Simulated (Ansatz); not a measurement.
Geometry optimisation, Ansatz, UKS PBE0-D4/def2-SVP.

input.yaml

```yaml
crystal:
  periodic: [false, false, false]
  atoms:
    - { symbol: B, position_ang: [0.0, -1.0e-06, -0.065166] }
    - { symbol: Cl, position_ang: [0.0, 0.0, 1.747692] }
    - { symbol: F, position_ang: [1.131927, 0.0, -0.715151] }
    - { symbol: F, position_ang: [-1.131927, 0.0, -0.715151] }
    - { symbol: Cl, position_ang: [0.0, 0.0, 4.987775] }
magnetization:
  spin_polarized: true
  initial_magnetization: 1
basis:
  gaussian: { orbitals: def2-SVP }
hamiltonian:
  xc: pbe0
  dispersion: d4
relax:
  f_tol: 0.03
  max_steps: 50
```

Launched with:

```bash
$ ansatz run input.yaml --threads 2 --pin off --max-ram 3072MiB --backend cpu --events-out ev --progress --plain --runs-dir out
```

Question: Where does it end, and by what steps?

Answer: The forces met the threshold. After 20 steps the energy has fallen by 0.194 eV; Cl5 moved furthest, 1.42 Å.

| step | energy less start (eV) | largest force component (eV/Å) | accepted |
| --- | --- | --- | --- |
| 0 | 0.0000 | 1.409 | yes |
| 1 | -0.0354 | 0.853 | yes |
| 2 | -0.0483 | 0.121 | yes |
| 3 | -0.0443 | 0.448 | no |
| 4 | -0.0485 | 0.183 | yes |
| 5 | -0.0490 | 0.111 | yes |
| 6 | -0.0501 | 0.175 | yes |
| 7 | -0.0411 | 0.485 | no |
| 8 | -0.0517 | 0.235 | yes |
| 9 | -0.0569 | 0.151 | yes |
| 10 | -0.0660 | 0.150 | yes |
| 11 | -0.0709 | 0.544 | yes |
| 12 | -0.0732 | 0.480 | yes |
| 13 | -0.1052 | 0.247 | yes |
| 14 | -0.1284 | 0.363 | yes |
| 15 | -0.1525 | 0.426 | yes |
| 16 | -0.1749 | 0.401 | yes |
| 17 | -0.1887 | 0.462 | yes |
| 18 | -0.1937 | 0.131 | yes |
| 19 | -0.1942 | 0.034 | yes |
| 20 | -0.1943 | 0.001 | yes |

```xyz
5
Properties=species:S:1:pos:R:3
B -0.113 -0.001 0.275
Cl -1.171 -0.021 1.678
F 1.182 -0.009 0.421
F -0.644 0.021 -0.919
Cl 0.745 0.010 3.784
```

The run took 110 s on 2 threads of Intel(R) Xeon(R) Platinum 8488C (Sapphire Rapids), with other jobs on the host, peak memory 0.31 GiB.
